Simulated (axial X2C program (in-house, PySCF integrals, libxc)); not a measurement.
## Outer orbitals of TiC at 1.643 Å, B3LYP

Calculated with an in-house relativistic program for diatomic molecules. Spin-free means the one-electron spin-free X2C Hamiltonian; two-component (2c) means X2C with spin–orbit coupling and atomic mean-field two-electron Coulomb and Gaunt terms, so the difference of the two also holds small scalar two-electron terms. Basis: Ti dyall-cv3z [10s10p6d4f2g], C dyall-v3z [7s6p2d1f] (cores contracted in-house); Gaussian nuclei, density fitting, unrestricted open shells. Masses: Ti 47.948 u, C 12.000 u.

The distance is close to the 2c PBE0 minimum; the highest filled and lowest empty levels are listed.

Spin-free orbitals, state M_S = 1, Λ = 0 (beyond evenly filled blocks: 2 × σα) (Löwdin shares):

```json
{"symmetry": "σα", "occupied": "yes", "ε (eV)": "-13.87", "atomic character": "56% C s, 19% Ti d, 11% Ti p"}
{"symmetry": "σβ", "occupied": "yes", "ε (eV)": "-12.73", "atomic character": "56% C s, 16% Ti d, 12% Ti p"}
{"symmetry": "σα", "occupied": "yes", "ε (eV)": "-6.94", "atomic character": "46% C p, 41% Ti d, 5% Ti p"}
{"symmetry": "π-α", "occupied": "yes", "ε (eV)": "-6.49", "atomic character": "50% Ti d, 44% C p, 3% Ti p"}
{"symmetry": "π+α", "occupied": "yes", "ε (eV)": "-6.49", "atomic character": "50% Ti d, 44% C p, 3% Ti p"}
{"symmetry": "π-β", "occupied": "yes", "ε (eV)": "-6.22", "atomic character": "50% Ti d, 44% C p, 3% Ti p"}
{"symmetry": "π+β", "occupied": "yes", "ε (eV)": "-6.22", "atomic character": "50% Ti d, 44% C p, 3% Ti p"}
{"symmetry": "σα", "occupied": "yes", "ε (eV)": "-4.83", "atomic character": "64% Ti s, 14% Ti p, 11% C p"}
{"symmetry": "σβ", "occupied": "no", "ε (eV)": "-3.08", "atomic character": "40% C p, 35% Ti d, 17% Ti p"}
{"symmetry": "σβ", "occupied": "no", "ε (eV)": "-2.70", "atomic character": "66% Ti s, 17% Ti d, 10% Ti p"}
{"symmetry": "δ-α", "occupied": "no", "ε (eV)": "-2.57", "atomic character": "99% Ti d"}
{"symmetry": "δ+α", "occupied": "no", "ε (eV)": "-2.57", "atomic character": "99% Ti d"}
```

Spinors with spin–orbit coupling (state Ω = 1):

| ω | occupied | ε (eV) | atomic character | λ mixture |
| --- | --- | --- | --- | --- |
| 1/2 | yes | -13.87 | 56% C s, 19% Ti d, 11% Ti p | 100% σ |
| -1/2 | yes | -12.73 | 56% C s, 16% Ti d, 12% Ti p | 100% σ |
| 1/2 | yes | -6.95 | 46% C p, 41% Ti d, 5% Ti p | 100% σ |
| -1/2 | yes | -6.49 | 50% Ti d, 44% C p, 3% Ti p | 100% π |
| 3/2 | yes | -6.48 | 50% Ti d, 44% C p, 3% Ti p | 100% π |
| 1/2 | yes | -6.22 | 50% Ti d, 44% C p, 3% Ti p | 100% π |
| -3/2 | yes | -6.21 | 50% Ti d, 44% C p, 3% Ti p | 100% π |
| 1/2 | yes | -4.83 | 64% Ti s, 14% Ti p, 11% C p | 100% σ |
| -1/2 | no | -3.09 | 40% C p, 35% Ti d, 17% Ti p | 100% σ |
| -1/2 | no | -2.70 | 66% Ti s, 17% Ti d, 10% Ti p | 100% σ |
| -3/2 | no | -2.59 | 99% Ti d | 100% δ |
| 5/2 | no | -2.56 | 99% Ti d | 100% δ |

Mulliken charges and populations of the two-component result (they depend on the basis, above all on diffuse functions):

Ti 0.30 e (s 6.79 p 12.24 d 2.64 f 0.02), C -0.30 e (s 3.70 p 2.56 d 0.04 f 0.01). ⟨Lz⟩ = 0.00 ħ and ⟨Sz⟩ = 1.00 ħ (0.67 and 0.33 on the two atoms), which add up to Ω.

Occupations by symmetry block were frozen at the best pattern of an incomplete PBE0 search. Density functionals use the spin component along the axis (collinear). PBE0 can misorder states that lie within some tenths of an eV, so this need not be the ground state of the molecule. The nearest other spin-free determinant of the search, M_S = 0, Λ = 0, lies 0.20 eV up at the distance of the search. With several unpaired electrons one determinant need not be a pure state. Open-shell Ω = 0 determinants with evenly filled partner blocks cannot be reached by this program, so the Ω shown need not be the lowest component. The determinant is spin-polarised beyond a pure state at some levels (its spin-free form has ⟨S²⟩ too high), which makes Re and μ there less reliable.
